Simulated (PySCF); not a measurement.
## Cs (caesium, neutral) across methods

[Xe] 6s1, 2S determinant. Computed with PySCF 2.14 in aug-cc-pwCVTZ-X2C with one added diffuse shell each of s, p, d, f type (12s11p9d5f, 125 functions), with the spin-free X2C one-electron Hamiltonian (Gaussian nucleus).

```tsv
method	E (hartree)	mean ε 5p α (eV)	mean ε 5p β (eV)	mean ε 6s α (eV)	Σ⟨r²⟩ (bohr²)	⟨S²⟩
LDA	-7779.27	-13.604	-13.534	-2.392	85.64	0.750
BLYP	-7786.40	-13.253	-13.204	-2.152	87.00	0.750
revPBE	-7785.98	-13.508	-13.431	-2.231	88.16	0.750
M06	-7786.26	-14.695	-14.730	-2.498	86.95	0.752
UHF	-7783.10309	-18.539	-18.501	-3.496	93.51	0.751
PBE0	-7785.78	-15.024	-14.948	-2.661	88.09	0.750
PBE	-7785.70	-13.519	-13.432	-2.268	87.50	0.750
```

(1) Estimate the same row for r2SCAN.

Spin-orbit coupling, which splits the p, d and f shells strongly at this Z, is absent.

## Answers

(1) E (hartree) = -7786.13; mean ε 5p α (eV) = -14.010; mean ε 5p β (eV) = -13.966; mean ε 6s α (eV) = -2.320; Σ⟨r²⟩ (bohr²) = 87.91; ⟨S²⟩ = 0.751.
